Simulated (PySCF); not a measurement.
An unknown is described by computed data only.

Formula: C6H8S2Si.

- Rotational structure: rotational constants A, B, C: 2.547, 0.459, 0.397 GHz [GFN2-xTB]
- NMR, other nuclei: isotropic shieldings of nuclei other than C and H, by class: 351 (1 Si), 575 (1 S), 643 (1 S) ppm [GIAO PBE0/pcSseg-1]
- Dipole: 1.07 D [PBE0/pcSseg-1]
- 13C NMR: chemical shifts (computed TMS as zero) by class: 137.3 (1 C), 123.9 (1 C), 95.7 (1 C), 93.4 (1 C), 48.8 (1 C), 46.2 (1 C) ppm [GIAO PBE0/pcSseg-1]
- 1H NMR: chemical shifts (computed TMS as zero) by class: 6.14 (1 H), 6.09 (1 H), 5.89 (1 H), 5.60 (1 H), 5.50 (1 H), 4.16 (1 H), 3.08 (1 H), 2.87 (1 H) ppm [GIAO PBE0/pcSseg-1]

The electronic properties come from PySCF, for the isolated species, density fitting. Levels stand in brackets. The structure is a single GFN2-xTB conformer in the gas phase; no vibrational or solvent corrections. NMR values are class means; diastereotopic atoms form classes of their own.

Q: Propose a structure and show how it fits.

A: Numbering: `[CH2:1]=[CH:2][C:3]#[C:4][C@@H:5]1[CH2:6][S:7][SiH2:8][S:9]1`. Its formula, C6H8S2Si, gives 4 degrees of unsaturation: 1 ring and 3 π bonds in the structure found. 6 carbons fall into 6 classes; from least to most shielded: terminal =CH2 carbon [C1] (137.3 ppm), alkene CH carbon [C2] (123.9 ppm), alkyne carbon [C4] (95.7 ppm), alkyne carbon [C3] (93.4 ppm), ring sp3 carbon bound to sulfur [C5] (48.8 ppm), ring sp3 carbon bound to sulfur [C6] (46.2 ppm). Hydrogen classes from least to most shielded: 1 H on a terminal =CH2 carbon, C1 (6.14 ppm), 1 H on an alkene CH carbon, C2 (6.09 ppm), 1 H on a terminal =CH2 carbon, C1 (5.89 ppm), 1 H on an SiH2 silicon, Si8 (5.60 ppm), 1 H on an SiH2 silicon, Si8 (5.50 ppm), 1 H on an sp3 carbon bound to sulfur, C5 (4.16 ppm), 1 H on an sp3 carbon bound to sulfur, C6 (3.08 ppm), 1 H on an sp3 carbon bound to sulfur, C6 (2.87 ppm). The other shieldings belong to: 351 ppm, SiH2 silicon [Si8]; 575 ppm, sulfur bonded to C and Si [S9]; 643 ppm, sulfur bonded to C and Si [S7]. The optimised geometry has point group C1 and is an asymmetric top. Structure: `C=CC#C[C@@H]1CS[SiH2]S1`. The assignments are read from this structure; whether some other isomer fits the data as well wasn't checked. The mirror image fits equally.
